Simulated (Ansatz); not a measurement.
`C[SiH](O)[Si](O)(O)O`. Charge 0, multiplicity 1. All single points use the PBE0-D4/def2-TZVP geometry. It is one conformer, not always the lowest.

```xyz
15

C     0.628   -1.663    1.493
Si    0.744    0.088    0.871
O     2.276    0.352    0.301
Si   -0.736    0.570   -0.889
O     0.192    1.560   -1.820
O    -1.202   -0.700   -1.819
O    -2.162    1.249   -0.414
H     0.761   -2.376    0.677
H     1.397   -1.851    2.247
H    -0.348   -1.842    1.953
H     0.448    1.015    2.009
H     2.321    0.926   -0.467
H    -0.110    1.751   -2.712
H    -2.089   -1.031   -1.666
H    -2.119    1.952    0.236
```

Problem. What is the dipole moment at PBE/def2-TZVPP? (Estimate.)

Solution. Ansatz gave: 1.93 D, with components (-1.80, 0.58, -0.36) D in this frame, pointing from negative to positive charge.

Problem. And with r2SCAN, B3LYP, ωB97M-V? (Best estimate.)

Solution. Computed: r2SCAN 1.99 D, B3LYP 2.02 D, ωB97M-V 2.03 D.

Problem. Give the Mulliken charges with PBE, B3LYP, r2SCAN in def2-TZVPP. (An estimate is asked.)

Solution. Ansatz gave: 
```tsv
atom	PBE	B3LYP	r2SCAN
C1	-0.37	-0.38	-0.30
Si2	0.29	0.39	0.39
O3	-0.36	-0.41	-0.43
Si4	0.54	0.66	0.67
O5	-0.37	-0.41	-0.43
O6	-0.36	-0.40	-0.42
O7	-0.34	-0.39	-0.41
H8	0.11	0.11	0.08
H9	0.11	0.11	0.08
H10	0.10	0.09	0.07
H11	-0.12	-0.13	-0.14
H12	0.19	0.19	0.21
H13	0.19	0.19	0.21
H14	0.20	0.19	0.21
H15	0.19	0.19	0.20
```

B3LYP here is the variant with VWN-RPA as its local correlation; programs differ in this.
